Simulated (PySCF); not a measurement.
**Unknowns**

- shieldings: GIAO PBE0/pcSseg-1
- geometry from GFN2-xTB
- run in PySCF
- relativity neglected, one conformer, no solvent, one averaged value for each set of equivalent atoms

Referencing at the same level of theory: 1H, 13C against TMS. Splittings of carbon signals by F and P are missing where no couplings were computed. Where no couplings were computed, multiplicities follow the n + 1 count of equivalent neighbours, and m marks all less simple cases (inequivalent or close neighbours, rings, F or P nearby). Shifts are as computed. Against solution values, carbons near 30 ppm lie about +3 ppm off and those near 130 ppm about +5 ppm. Of 1211 compounds with measured shifts, 218 miss one by over three times the rms of a fit or turn the order of signals round; such compounds aren't used in these exercises. OH and NH positions are gas-phase values without hydrogen bonding to other molecules.

Question: C7H10F3P. 1H NMR (300 MHz, computed): δ 6.11 (m, 2H), 2.52 (m, 4H), 2.01 (m, 2H), 1.50 (m, 2H). 13C{1H} NMR (computed): δ 137.0 (CH), 136.2 (C), 38.1 (CH2), 36.0 (CH2), 25.6 (CH2). Identify the compound.

Answer: `InChI=1S/C7H10F3P/c8-7(9,10)3-6-11-4-1-2-5-11/h1-2H,3-6H2`. 5 carbon signals for 7 carbons: some carbons are equivalent by symmetry or fast rotation. Carbon types of the structure: 1 × C, 2 × CH, 4 × CH2, which accounts for all hydrogens. δC 137.0: alkene CH; an sp2 carbon of a C=C bond. δC 136.2: CF3 carbon; 3 electronegative neighbours deshield it. δH 6.11: hydrogen on an alkene CH; a vinylic proton, deshielded by the sp2 carbon and the C=C anisotropy. δH 2.52: hydrogen on an allylic sp3 CH2 bonded to P; allylic position.

The data come from this structure; uniqueness wasn't tested.

Question: C6H13NSi. 1H NMR (600 MHz, computed): δ 5.35 (m, 1H), 5.21 (br s, 1H), 5.00 (br s, 1H), 2.40 (m, 1H), 2.02 (m, 2H), 1.98 (s, 3H), 1.63 (m, 2H), 0.69 (br s, 2H). 13C{1H} NMR (computed): δ 173.0, 114.4, 35.2, 34.8, 29.3. Identify the compound.

Answer: `C=C(C)[C@H]1C[Si@H](N)C1`. Rings plus π bonds: 2 (1 ring in the answer). 5 carbon signals for 6 carbons: some carbons are equivalent by symmetry or fast rotation. Carbon types of the structure: 1 × C, 1 × CH, 3 × CH2, 1 × CH3, leaving 3 H on heteroatoms. δC 173.0: fully substituted alkene carbon. δC 114.4: terminal =CH2 carbon; the olefinic region. δH 5.21, 5.00: hydrogen on a terminal =CH2 carbon; a vinylic proton, deshielded by the sp2 carbon and the C=C anisotropy. δH 1.98: hydrogen on an allylic methyl carbon; allylic position.

The data come from this structure; uniqueness wasn't tested.
